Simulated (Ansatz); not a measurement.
Species: C2H11P2Si, net charge 1, singlet state. It need not be the lowest isomer of its formula. SMILES: C[Si](C)(P)[PH3+]
Structure (B3LYP-D3(BJ)/def2-TZVP (Ansatz, a program for electronic structure) minimum search):
```xyz
16

C     -1.1062    -1.3777    -1.2219
Si     0.0138    -0.5138    -0.0175
C      0.3845    -1.4323     1.5542
P      1.8288     0.4021    -0.9741
P     -1.2792     1.3110     0.7127
H     -0.5721    -2.2427    -1.6246
H     -1.3826    -0.7412    -2.0634
H     -2.0146    -1.7443    -0.7412
H      1.0010    -2.3004     1.3049
H      0.9434    -0.8264     2.2684
H     -0.5241    -1.7989     2.0346
H      1.0959     1.3344    -1.7514
H      2.0869     1.2981     0.0942
H     -2.4982     1.0522     1.3622
H     -0.6015     2.1437     1.6141
H     -1.6423     2.1818    -0.3242
```
Charge +1, spin multiplicity 1.

Parts of the frozen-core correlation energy in cc-pwCVTZ (Ansatz, hartree). Frozen orbitals: 17; correlated occupied orbitals by spin: 16 and 16; virtual: 384 and 384. Spin-orbit coupling is left out. Non-relativistic.

| term | value |
|---|---|
| reference (HF) | -1052.43720 |
| MP2 opposite-spin | [?] |
| MP2 same-spin | [?] |
| CCSD correlation | -0.87712 |
| (T) | [?] |
| T1 diagnostic | 0.013 |
| largest doubles amplitude | 0.033 |

**Question.** What belongs in the gaps?

**Answer.** 
- MP2 opposite-spin, value: -0.63656
- MP2 same-spin, value: -0.16051
- (T), value: -0.03634
